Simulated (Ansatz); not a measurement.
AlCl$_{3}$F (charge -1), closed shell: a pair in one relaxed arrangement.

The input file, in.yaml:

```yaml
crystal:
  periodic: [false, false, false]
  atoms:
    - {symbol: F, position_ang: [-0.490171, 0.405598, -1.652931]}
    - {symbol: Cl, position_ang: [1.831263, 1.020325, 0.374622]}
    - {symbol: Al, position_ang: [-0.027125, 0.022353, -0.091237]}
    - {symbol: Cl, position_ang: [0.242077, -2.114455, 0.076969]}
    - {symbol: Cl, position_ang: [-1.555945, 0.666180, 1.292578]}
basis:
  gaussian: {orbitals: "def2-TZVPPD.json"}
total_charge: -1
hamiltonian: {xc: pbe0, dispersion: d4}
output: {orbitals: {seedname: orbitals}}
```

The basis file named in the input lies beside it (Basis Set Exchange, JSON).

Launched with

```bash
ansatz run in.yaml --threads 4 --pin off --events-out ev --progress --plain --max-ram 9574MiB
```

What Ansatz 0.2.0 printed:

```
Functional definition: PBE0
  name "PBE0"
  cite "Adamo & Barone, J. Chem. Phys. 110, 6158 (1999) doi:10.1063/1.478522"
  cite "Perdew, Burke & Ernzerhof, Phys. Rev. Lett. 77, 3865 (1996) doi:10.1103/PhysRevLett.77.3865"
  parent pbe
  parameter a = 0.25
  parameter kappa = 0.804
  parameter beta = 0.06672455060314922
  exchange = (1 - a)*pbe_x(kappa = kappa, mu = beta*pi^2/3) + a*exact_x
  correlation = pbe_c(beta = beta)
1510 factors; their error is unknown
mean field evaluation 1: about -46876.7322 eV, gradient 1.6e1 eV
mean field evaluation 2: about -46876.4027 eV, gradient 2.3e1 eV
mean field evaluation 4: about -46877.2610 eV, gradient 1.1e0 eV
mean field evaluation 8: about -46877.3992 eV, gradient 1.3e-1 eV
mean field -46877.39924416 eV, -1722.7126475804 hartree, gradient 1.9e-5 eV, S^2 0.000000; 0 other end points of the search recorded, 0 dependent functions left out
reference -46877.39929491 eV, -1722.7126494454 hartree; 37, 37 occupied and 204, 204 virtual orbitals, 1510 factors
Total energy: -46877.56424248 eV, -1722.7187111569 hartree
```

The lines “mean field evaluation” count trial sets of orbitals through the whole run, from several starts and some on an approximate energy, so they need not fall steadily or lie above the final value.

Time: 2.2 s of wall clock on 4 CPU threads of an Intel Xeon 6975P-C; the host was shared. Peak host memory: 0.79 GiB.
